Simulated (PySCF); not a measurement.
**Dipole moment and polarisability of `COCOC(=O)/C=C/F`**

Species: C5H7FO3.
SMILES with atom numbers: `[CH3:1][O:2][CH2:3][O:4][C:5](=[O:6])/[CH:7]=[CH:8]/[F:9]` (hydrogens: H10, H11, H12 on C1; H13, H14 on C3; H15 on C7; H16 on C8)

Structure used (GFN2-xTB), in Å, numbered top down from 1:
```
atom  x, y, z in Å
C1    -2.8906   -0.4731   -0.3592
O2    -2.3565    0.7709    0.0607
C3    -1.1527    0.6757    0.7034
O4    -0.1301    0.2768   -0.2188
C5     1.1187    0.2641    0.2575
O6     1.4037    0.5435    1.3949
C7     2.0754   -0.1374   -0.7896
C8     3.3686   -0.2274   -0.5107
F9     4.2692   -0.5793   -1.4216
H10   -2.2513   -0.9410   -1.1119
H11   -3.0038   -1.1522    0.4930
H12   -3.8649   -0.2540   -0.7890
H13   -1.1660   -0.0563    1.5310
H14   -0.9082    1.6672    1.1013
H15    1.6784   -0.3412   -1.7709
H16    3.8026   -0.0278    0.4598
```

Level: PBE0/def2-SVPD (PySCF), static field, nuclei fixed, core orbitals frozen in the response. The polarisability tensor in these axes (au):

```
x   103.01  -2.94  -2.49
y    -2.94  56.23   5.36
z    -2.49   5.36  67.40
```

Task: What are the eigenvalues, a third of the trace, and Δα (Δα² = ½Σ(αi − αj)² over the three pairs)?

Result: Principal values 54.01, 69.21 and 103.42 au; mean 75.54 au = 11.19 Å³ = 12.46 × 10⁻⁴⁰ C²·m²/J; Δα = 43.83 au (58 % of the mean).

Task: What is the dipole moment, and where does it point?

Result: (-1.08, -1.32, -0.66) D, 1.83 D in size, pointing from the negative to the positive side. Measured along this direction, the outermost atoms are H16 at the negative end and H12 at the positive end.

Task: In a dilute gas of rigid molecules at 250 K, how does the orientational term μ²/3kT compare with the electronic polarisability?

Result: In Gaussian units μ²/3kT = 32.29 Å³ against 11.19 Å³, a ratio of 2.88; the Debye molar polarisation (4π/3)N_A(α + μ²/3kT) is 109.7 cm³/mol, leaving out the vibrational part.

Task: What would n − 1 = 2πNα be for an ideal gas of these molecules at 500 K and 1 atm, electronic part alone?

Result: N = p/kT = 1.4678 × 10¹⁹ cm⁻³, so n − 1 = 2π × N × 11.19 × 10⁻²⁴ cm³ = 1032 × 10⁻⁶ at long wavelengths.

Task: Molar refractivity from α?

Result: Lorentz–Lorenz: R = (4π/3)N_A α = 2.5225 cm³/(mol·Å³) × 11.19 Å³ = 28.2 cm³/mol, in the limit of long wavelengths.

Task: In TDDFT the mean static polarisability is Σ f/ω² over all singlet excitations (ω in hartree). How much of it do the 6 lowest give? Their energies (eV) and oscillator strengths: 5.03, 0.0002; 6.15, 0.0266; 6.34, 0.3438; 6.63, 0.1034; 7.68, 0.0091; 7.72, 0.0299.

Result: They add up to 9.09 au, 12.0 % of the 75.54 au; the largest single term is 6.34 au, from the state at 6.34 eV. Terms in order: 0.01, 0.52, 6.34, 1.74, 0.11, 0.37 au. Higher excitations give the rest. The strengths listed sum to 0.513.

The structure is a single GFN2-xTB conformer in the gas phase; no vibrational or solvent corrections.
